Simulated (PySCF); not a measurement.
Static response to an electric field

Species: C6HFN2.
Geometry (GFN2-xTB, Å), atoms numbered from 1 in this order:
```
atom  x, y, z in Å
C1     2.173   -0.788    0.190
C2     1.135   -0.193    0.086
C3    -0.052    0.563   -0.037
C4     0.101    1.971   -0.101
N5     0.238    3.106   -0.152
C6    -1.272   -0.027   -0.089
F7    -2.390    0.697   -0.204
C8    -1.437   -1.430   -0.025
N9    -1.555   -2.568    0.029
H10    3.068   -1.328    0.281
```

Level: PBE0/def2-SVPD (PySCF), static field, nuclei fixed, core orbitals frozen in the response. The polarisability tensor in these axes (au):

```
x    97.65   8.94   3.20
y     8.94 105.30  -2.67
z     3.20  -2.67  44.61
```

Q: What are the eigenvalues, a third of the trace, and Δα (Δα² = ½Σ(αi − αj)² over the three pairs)?

A: Principal values 44.24, 92.11 and 111.20 au; mean 82.52 au = 12.23 Å³ = 13.61 × 10⁻⁴⁰ C²·m²/J; Δα = 59.75 au (72 % of the mean).

Q: What is the dipole moment, and where does it point?

A: (1.63, -1.36, 0.18) D, 2.13 D in size, pointing from the negative to the positive side. Measured along this direction, the outermost atoms are F7 at the negative end and H10 at the positive end.

Q: In TDDFT the mean static polarisability is Σ f/ω² over all singlet excitations (ω in hartree). How much of it do the 6 lowest give? Their energies (eV) and oscillator strengths: 4.46, 0.0000; 4.52, 0.2903; 5.65, 0.0006; 5.71, 0.0000; 5.73, 0.1971; 5.99, 0.0001.

A: They add up to 15.00 au, 18.2 % of the 82.52 au; the largest single term is 10.54 au, from the state at 4.52 eV. Terms in order: 0.00, 10.54, 0.01, 0.00, 4.44, 0.00 au. Higher excitations give the rest. The strengths listed sum to 0.488.

Q: Refractivity n − 1 of an ideal gas of it at 273.15 K and 1 atm, from the electronic α?

A: N = p/kT = 2.6868 × 10¹⁹ cm⁻³, so n − 1 = 2π × N × 12.23 × 10⁻²⁴ cm³ = 2064 × 10⁻⁶ at long wavelengths.

Q: What depolarisation ratio follows for Rayleigh scattering of linearly polarised light, taking the static tensor?

A: ρ = 3Δα²/(45ᾱ² + 4Δα²) = 10709.9/(306425 + 14279.9) = 0.0334.

Q: Estimate the molar refractivity from the static electronic polarisability.

A: Lorentz–Lorenz: R = (4π/3)N_A α = 2.5225 cm³/(mol·Å³) × 12.23 Å³ = 30.8 cm³/mol, in the limit of long wavelengths.

Q: Traceless (Buckingham) quadrupole moment about the centre of nuclear charge: eigenvalues?

A: -24.29, 6.15, 18.13 D·Å. The values depend on the origin, since the dipole doesn't vanish. The electronic extent ⟨r²⟩ about the same centre is 1145 bohr², a root-mean-square distance of 2.31 Å for the 60 electrons.

Isolated species at its GFN2-xTB geometry, gas phase.

These values come from a run that also computed excited states. The run took 18 s on one thread, Arm Neoverse V2 (aarch64), no GPU, shared host, and the process peaked at 0.80 GiB of memory.
